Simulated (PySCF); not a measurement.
Pb³⁺ (lead, charge +3) across methods

[Xe] 4f14 5d10 6s1, 2S determinant. Computed with PySCF 2.14 in def2-TZVPPD with the def2 core potential (60 electrons), with scalar relativity through the core potential.

```
 method  E (hartree)  mean ε 5d α (eV)  mean ε 5d β (eV)  mean ε 6s α (eV)  Σ⟨r²⟩ (bohr²)   ⟨S²⟩
    UHF   -190.01530           -57.598           -57.154           -40.789          32.17  0.751
LC-wPBE    -190.9363           -54.506           -54.129           -41.546          32.12  0.750
 r2SCAN    -190.9883           -50.213           -49.720           -38.115          32.06  0.751
    M06    -190.9433           -51.863           -51.567           -38.677          32.10  0.750
   PW91    -190.9938           -49.631           -49.240           -37.984          32.22  0.750
   BLYP    -190.8793           -49.378           -49.034           -37.853          32.29  0.750
   PBE0    -190.9074           -51.853           -51.445           -38.836          32.15  0.750
    LDA    -190.5953           -49.647           -49.289           -38.328          32.35  0.750
    PBE    -190.9249           -49.544           -49.149           -37.878          32.22  0.750
```

Energies and moments cover only the electrons outside the core potential. Spin-orbit coupling, which splits the p, d and f shells strongly at this Z, is absent.
